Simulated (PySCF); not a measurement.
Simulated outer-valence photoelectron spectrum of `[H]/N=[CH]\[GeH2][NH2]`. Method used: EOM-IP-CCSD/aug-cc-pVDZ in PySCF, restricted Hartree–Fock reference, 12 core orbitals frozen, non-relativistic, gas phase, PBE0-D3(BJ)/def2-SVP geometry.

Each root has a Gaussian of 0.3 eV full width with its one-hole share as area; cross sections and vibrations are left out, and the highest printed point is 100.

```csv
ionisation energy (eV),intensity
8.6,0
8.8,23
9.0,99
9.2,37
9.4,1
9.6,0
9.8,0
10.0,0
10.2,2
10.4,43
10.6,96
10.8,18
11.0,0
11.2,0
11.4,0
11.6,3
11.8,55
12.0,90
12.2,45
12.4,100
12.6,26
12.8,10
13.0,84
13.2,61
13.4,4
13.6,0
13.8,2
14.0,49
14.2,90
14.4,14
14.6,0
14.8,0
15.0,4
15.2,61
15.4,84
15.6,10
15.8,0
16.0,0
16.2,0
16.4,20
16.6,98
16.8,40
17.0,1
```

Problem. Where are the maxima, and how many lines lie under the curve?

Solution. 8 maxima, at 9.0, 10.6, 11.9, 12.4, 13.1, 14.2, 15.3 and 16.6 eV, from 8 lines.

Problem. List the lines with their holes.

Solution. 
| E (eV) | leading hole (HF orbital) | area | Koopmans (eV) |
| --- | --- | --- | --- |
| 9.02 | HOMO | 0.95 | 10.21 |
| 10.57 | HOMO-1 | 0.94 | 11.79 |
| 11.94 | HOMO-2 | 0.95 | 12.41 |
| 12.39 | HOMO-3 | 0.95 | 13.08 |
| 13.07 | HOMO-4 | 0.94 | 14.04 |
| 14.15 | HOMO-5 | 0.92 | 15.90 |
| 15.33 | HOMO-6 | 0.94 | 16.76 |
| 16.63 | HOMO-7 | 0.95 | 17.82 |

The widest gap, 1.55 eV, lies between 9.02 and 10.57 eV. Only orbitals with −ε under 21 eV, eight at most, were ionised, so the high end of the curve may lack lines.

The values belong to the conformer `[H]/[N:1]=[CH:2]\[GeH2:3][NH2:4]`: N1–C2–Ge3–N4 -121°, H–N4–Ge3–C2 52°, H–N4–Ge3–C2 -75°.
